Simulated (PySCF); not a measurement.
## Excitation energy of Pb by level of theory

Pb [Xe] 4f14 5d10 6s2 6p2 (3P) → Pb [Xe] 4f14 5d10 6s2 6p1 6d1 (high-spin determinant), as a difference of total energies. All numbers are calculated (PySCF 2.14, scalar relativity through the core potential, in aug-cc-pwCVDZ-PP with ECP60MDF (6s5p4d1f, 48 functions)). Correlated levels: valence and next inner shell: nothing frozen outside the core potential. The calculations carry no spin-orbit coupling.

```
                                method  excitation energy (eV)
                                   UHF                   6.153
    MP2 (valence and next inner shell)                   6.282
SCS-MP2 (valence and next inner shell)                   6.200
   CCSD (valence and next inner shell)                   6.179
CCSD(T) (valence and next inner shell)                   6.131
```

Task: How much does correlation contribute at CCSD(T) (valence and next inner shell)?

Result: 6.131 − (6.153) = -0.022 eV, measured against UHF.

Spin-orbit coupling is strong in these open shells (close to jj coupling). The scalar numbers leave it out and a first-order estimate fails, so it can dominate the gap to the real levels.

The promoted electron is Rydberg-like, and one or two diffuse shells describe it only roughly, which tends to raise the upper state.

The determinant of the upper state mixes LS terms, which raises its energy above the lowest term, most at the Hartree-Fock and MP2 levels.
